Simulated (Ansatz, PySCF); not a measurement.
Species: sum formula SiH2Cl (charge +1, singlet). 
Coordinates optimised at B3LYP-D3(BJ)/def2-TZVP (Ansatz, an electronic-structure program):
```xyz
4

Si    -0.9627     0.0164    -0.0597
Cl     0.9876    -0.0168     0.0612
H     -1.6346     1.3189    -0.0864
H     -1.6766    -1.2626    -0.1189
```
Charge +1, spin multiplicity 1.

Total electronic energies in hartree. Cores are frozen in the correlated levels unless marked. Spin-orbit coupling is left out. No relativistic terms. CBS(X,Y): correlation extrapolated as X^-3; Hartree-Fock from the larger set.

```
level                                        program  energy (Eh)
------------------------------------  --------------  -----------
PBE-D3(BJ)/def2-TZVPD                 Ansatz + dftd3            …
B97M-V/def2-TZVPD                             Ansatz   -750.42149
BHLYP/def2-TZVPD                              Ansatz   -750.62038
TPSSh-D4/def2-TZVPD                    PySCF + dftd4   -750.65503
r2SCAN0-D4/def2-TZVPD                 Ansatz + dftd4            …
PW6B95-D4/def2-TZVPD                   PySCF + dftd4   -751.23459
MN15/def2-TZVPD                                PySCF            …
LC-wPBE/def2-TZVPD                            Ansatz   -750.39395
B2GP-PLYP/def2-TZVPD                          Ansatz   -750.27699
B2PLYP-D4/def2-TZVPD                  Ansatz + dftd4   -750.36686
MP2/6-31G                                     Ansatz   -749.28013
CCSD/aug-cc-pV(D+d)Z                          Ansatz   -749.59841
CCSD/cc-pV(D+d)Z                              Ansatz   -749.58158
CCSD(T)/6-31G                                 Ansatz   -749.30222
CCSD(T)/CBS(def2-TZVPPD,def2-QZVPPD)          Ansatz    -749.7472
```

Question: Fill in the missing entries.

Answer: 
- PBE-D3(BJ)/def2-TZVPD, energy (Eh): -750.27814
- r2SCAN0-D4/def2-TZVPD, energy (Eh): -750.54925
- MN15/def2-TZVPD, energy (Eh): -750.40687
